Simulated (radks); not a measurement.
Question: Spherical quantum dot in the effective-mass picture: electrons in a parabolic well V = omega^2 r^2 / 2 with omega = 0.0912, all in effective atomic units (hartree* = m*/eps^2 hartree, bohr* = eps/m* bohr), one dielectric constant everywhere. Method: non-relativistic Kohn-Sham, LDA (Slater exchange, Perdew-Wang correlation), spin-polarised, spherical densities; computed with a radial shooting solver with Libxc functionals. Levels are named by radial order and angular momentum (1s, 1p, 1d, 2s, ...), and open shells are averaged over m. Results are scaled to m* = 0.102 and eps = 6.3, for which hartree* = 69.93 meV and bohr* = 3.268 nm. At N = 7 the configuration is 1s2 1p(up 3, down 2). Does electron 8 go into 1d down or 1d up or 1p down?

Answer: Into 1p down. The total energies of the other choices lie higher by 2.48 meV (1d up), 2.80 meV (1d down).
